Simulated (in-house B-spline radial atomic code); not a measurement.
**Response and correlation of Au+**

Closed shell [Xe] 4f14 5d10. Computed with an all-electron radial atomic-structure program (B-spline basis): Dirac-Hartree-Fock, relativistic RPA (time-dependent Dirac-Hartree-Fock) for the response and second-order many-body perturbation theory for correlation, no-pair Dirac-Coulomb Hamiltonian, finite nucleus.

Command:
```bash
python run_mb.py task.json out
```
Settings (nuclear radius in fm, box in bohr, cutoff in hartree):
```
basis_form          2
Z                   79
core_configuration  [Xe] 4f14 5d10
rms_radius          5.4371
mass_number         197
speed_of_light      137.036
box_radius          25.846
lmax                7
intervals           65
virtual_cutoff      156025.0
```

Run time, properties included: 22 s on 1 thread of Intel(R) Xeon(R) 6975P-C (shared host).

```json
{"multipole (bohr³, bohr⁵, bohr⁷)": "dipole", "uncoupled": "13.154", "coupled RPA": "?"}
{"multipole (bohr³, bohr⁵, bohr⁷)": "quadrupole", "uncoupled": "50.72", "coupled RPA": "103.27"}
{"multipole (bohr³, bohr⁵, bohr⁷)": "octupole", "uncoupled": "387.26", "coupled RPA": "581.86"}
```

(1) What is the coupled dipole polarisability?

(2) Which subshells carry the dipole polarisability?

(3) What does the dipole shielding factor come to?

Dipole polarisability at imaginary frequency:

```csv
u (Eh),α(iu) (bohr³)
0,12.4
0.141,11.68
0.424,8.706
0.849,5.673
1.41,3.589
2.83,1.553
5.66,0.5702
14.1,0.1431
```

(4) What dispersion coefficients follow for two such ions (the dispersion part alone)?

Lowest J = 1 odd-parity excitations:

| energy (eV) | oscillator strength | leading channel | weight |
| --- | --- | --- | --- |
| 9.3251 | 0.102 | 5d5/2 → p3/2 | 0.739 |
| 10.587 | 0.549 | 5d3/2 → p1/2 | 0.761 |
| 11.242 | 0.0332 | 5d3/2 → p3/2 | 0.848 |
| 15.265 | 0.0294 | 5d5/2 → p3/2 | 0.986 |
| 16.636 | 0.021 | 5d5/2 → f5/2 | 0.599 |
| 16.68 | 0.0479 | 5d5/2 → f7/2 | 0.429 |
| 16.774 | 0.0634 | 5d3/2 → p1/2 | 0.647 |
| 17 | 6.05e-05 | 5d3/2 → p3/2 | 0.826 |

Second-order correlation energy by the highest angular momentum of the excited pair (hartree): s -0.03509, p -0.29, d -0.8747, f -1.832, g -1.4, h -0.5082, i -0.2331, k -0.1171.

(5) What is the second-order correlation energy at the partial-wave limit?

Results:

(1) 12.4 atomic units, -6 % against the uncoupled value.

(2) 5d5/2 64.5 %, 5d3/2 34.4 %, 5p3/2 0.6 %.

(3) The dipole shielding factor is 0.988, against the exact N/Z = 78/79 = 0.987 of the non-relativistic theorem.

(4) C6 = (3/π)∫α(iu)²du = 91.07 hartree·bohr⁶ and C8 = 2165 hartree·bohr⁸.

(5) The listed waves sum to -5.2896 hartree; extrapolating the increments as (l + 1/2)⁻⁴ gives -5.529 hartree, -1.93 eV per electron.
